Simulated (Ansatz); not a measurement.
`[CH3][Al]1[SiH2][SiH2]1`. Charge 0, multiplicity 1. The structure was optimised at the PBE0-D4/def2-TZVP level.

```xyz
11

C    -1.973    0.290   -1.416
Al   -0.411    0.046   -0.278
Si    1.982    0.026    0.018
Si    0.611   -0.420    1.855
H    -2.862   -0.194   -1.008
H    -1.783   -0.110   -2.416
H    -2.186    1.358   -1.531
H     3.209    0.872   -0.042
H     2.270   -1.311   -0.596
H     0.770   -1.465    2.906
H     0.374    0.909    2.508
```

Question: What is the dipole moment at PBE/def2-TZVPP? (Best estimate.)

Answer: Ansatz gave: 2.13 D, with components (-1.72, 0.25, -1.23) D in this frame, pointing from negative to positive charge.

Question: And with r2SCAN, B3LYP, ωB97M-V? (Best estimate.)

Answer: Ansatz gave: r2SCAN 2.16 D, B3LYP 2.11 D, ωB97M-V 2.19 D.

Question: Give the Mulliken charges with PBE, B3LYP, ωB97M-V in def2-TZVPP. (An estimate is asked.)

Answer: Computed: 
```tsv
atom	PBE	B3LYP	ωB97M-V
C1	-0.39	-0.39	-0.47
Al2	0.33	0.32	0.32
Si3	-0.04	0.01	-0.05
Si4	-0.03	0.02	-0.05
H5	0.11	0.11	0.12
H6	0.10	0.10	0.12
H7	0.10	0.09	0.11
H8	-0.05	-0.06	-0.02
H9	-0.04	-0.07	-0.03
H10	-0.05	-0.06	-0.02
H11	-0.04	-0.07	-0.03
```

B3LYP here is the variant with VWN-RPA as its local correlation; programs differ in this.
